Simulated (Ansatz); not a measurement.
Calculated with Ansatz (gas phase, PBE0-D4/def2-TZVP geometries, no zero-point term in ΔE). CBS: MP2 limit from def2 TZ/QZ plus the TZ coupled-cluster correction, frozen cores. This one scheme is used for every species. DFT in def2-TZVPP. HSE06 is defined as in plane-wave codes. For Mg outer-core shells are correlated without core-valence functions, which leaves a few kJ/mol of doubt a bond. Each species was taken in one conformer, which may not be the lowest.

Consider the β-hydride elimination: `C[O][Mg][O][SiH3]` → `[MgH][O][SiH3]` + `C=O`.

| level | ΔE (kJ/mol) |
| --- | --- |
| LDA (SPW92) | 243.6 |
| HSE06-D4 | 220.4 |
| PBE-QIDH | 229.3 |
| PBE | 203.3 |
| HSE06 | 217.6 |
| CCSD(T)/def2-TZVPP | 210.4 |
| MP2/def2-QZVPP | 235.0 |
| CCSD/CBS(def2) | 227.2 |

Problem. What does CCSD(T)/CBS give? (Estimate.)

Solution. The calculation gave: +224.8 kJ/mol. The listed levels differ from it by 18.8, -4.4, 4.5, -21.5, -7.2, -14.4, 10.2, 2.4 kJ/mol.

Largest T1 diagnostic among the species: 0.015.

At CCSD(T), def2-SVP lies −15.4 kJ/mol from the extrapolated value and def2-TZVPP −14.4 kJ/mol. Leaving LDA and LC-ωPBE aside and taking each functional with its dispersion term where it has one, the values, not all of them listed here, spread over 39.7 kJ/mol, from BLYP-D4 to r2SCAN0-D4. LDA lies +40.3 kJ/mol from PBE without D4. From PBE to PBE0 (25 % exact exchange), in def2-TZVPP and without D4, ΔE moves by +14.4 kJ/mol.
